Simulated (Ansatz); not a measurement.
BClH4SeSi can be A, `[SiH3]B(Cl)[SeH]`, or B, `[SiH3][Se]BCl`.

Program: Ansatz. Geometries: PBE0-D4/def2-TZVP. ΔE: electronic, gas phase. CCSD(T)/CBS adds triple-zeta CCSD(T) − MP2 to the extrapolated MP2 energy (def2 sets, frozen cores). DFT in def2-TZVPP. B3LYP here is the variant with VWN-RPA as its local correlation; programs differ in this. For Se outer-core shells are correlated without core-valence functions, which leaves a few kJ/mol of doubt a bond. Scalar relativity is left out up to krypton. Each species was taken in one conformer, which may not be the lowest.

A:

Z-matrix (Å, degrees):
```
Si
B 1 2.012
H 1 1.488 2 109.8
H 1 1.489 2 111.3 3 120.6
H 1 1.488 2 109.7 3 -118.9
Cl 2 1.754 1 119.6 3 59.5
Se 2 1.920 1 123.9 3 -120.5
H 7 1.469 2 95.4 1 0.1
```

B:

```xyz
8

Si   -0.849    0.916    0.690
Se   -0.369   -1.322    0.542
B     0.994   -1.127   -0.799
Cl    1.823   -2.537   -1.399
H    -1.323    1.424   -0.620
H    -1.922    1.040    1.705
H     0.353    1.669    1.120
H     1.293   -0.062   -1.239
```

Which isomer does CCSD(T)/CBS put lower? Give the gap. (Estimate.)

Computed: B, by 16.3 kcal/mol.

Give E(B) − E(A) in kcal/mol with HF/def2-TZVPP, B3LYP-D4, PBE0-D4, ωB97M-V, B2PLYP, r2SCAN-D4, MP2/def2-TZVPP. (Estimate.)

Ansatz gave: HF/def2-TZVPP -18.9, B3LYP-D4 -15.5, PBE0-D4 -15.2, ωB97M-V -16.6, B2PLYP -16.5, r2SCAN-D4 -15.6, MP2/def2-TZVPP -17.7. None reverses the order clearly.

Largest T1 diagnostic: 0.013.

From PBE to PBE0 (25 % exact exchange), in def2-TZVPP and without D4, E(B) − E(A) moves by −1.2 kcal/mol. In def2-TZVPP, CCSD(T) changes the Hartree–Fock value by +3.2 kcal/mol (the triples alone add +0.4 kcal/mol) and MP2 by +1.2 kcal/mol.
